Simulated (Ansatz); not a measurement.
Saddle point of BH₂Cl₃, closed shell (BHCl₂ ([Cl][BH][Cl]) + HCl → BCl₃ ([Cl][B]([Cl])[Cl]) + H₂; bonds formed: B1–Cl6, H2–H5; bonds broken: B1–H2, H5–Cl6), PBE0-D4/def2-TZVP structure:

| atom | x (Å) | y (Å) | z (Å) |
| --- | --- | --- | --- |
| B1 | -0.2252 | -0.1755 | -0.2288 |
| H2 | 0.5668 | 0.7253 | -0.7052 |
| Cl3 | 0.2588 | -1.7664 | -0.8019 |
| Cl4 | -1.8925 | 0.3761 | -0.3276 |
| H5 | 0.7923 | 0.7197 | 0.3426 |
| Cl6 | 0.4996 | 0.1207 | 1.7209 |

Energies are electronic, without zero-point energy. Barriers and step energies count from the start structure reached by relaxing down the imaginary mode; all methods use the PBE0-D4 structures, on which another method's saddle can fall below an end. Program: Ansatz 0.2.0. Basis: def2-TZVPP, with def2-QZVPP for the basis limit. Cores are frozen in the correlated methods. B3LYP uses VWN-RPA correlation. Extrapolation: Hartree–Fock as exp(−7.88 √X), correlation as X^−2.97.

| method | barrier (eV) | step energy (eV) |
| --- | --- | --- |
| SPW92 | ? | -0.587 |
| PBE-D4 | 0.764 | -0.587 |
| BLYP-D4 | 1.042 | -0.550 |
| r2SCAN-D4 | 0.897 | -0.590 |
| B97M-V | 1.077 | -0.560 |
| PBE0-D4 | 0.923 | -0.538 |
| B3LYP-D4 | 1.148 | -0.507 |
| r2SCAN0-D4 | 1.007 | -0.546 |
| BHLYP-D4 | 1.354 | -0.453 |
| CAM-B3LYP-D4 | 1.204 | -0.467 |
| wB97X-V | ? | -0.501 |
| wB97M-V | 1.134 | -0.521 |
| B2PLYP | 1.209 | -0.503 |
| PBE-QIDH | ? | -0.536 |
| RPA on PBE | 1.286 | -0.465 |
| HF | 1.973 | -0.313 |
| MP2 | 1.105 | -0.590 |
| CCSD | 1.371 | -0.436 |
| CCSD(T) | 1.240 | -0.489 |

Task: Fill in the withheld barriers. (Judge from chemistry; the value comes from the calculation.)

Result: The calculation gives: PBE-QIDH 1.059; wB97X-V 1.172; SPW92 0.392 eV. Each is the energy of the saddle less that of the start structure, by the same method.

For comparison, the barrier by CCSD(T) at an estimated basis limit (MP2 extrapolated from triple and quadruple zeta, plus CCSD(T) − MP2 in triple zeta) is 1.187 eV.

The T1 diagnostic stays at or below 0.012. The start structure is not quite a true minimum (one mode of 59i cm⁻¹).

Labels in which every atom is bracketed show which atoms are joined, not bond orders.

For scale, one of the runs: CCSD(T)/def2-TZVPP, 185 basis functions, launched by `ansatz run in.yaml --threads 2 --pin off --events-out ev --progress --plain --max-ram 4352MiB`. Time: 43 s of wall clock on 2 CPU threads of an Arm Neoverse V2; the host was shared. Peak host memory: 1.7 GiB.
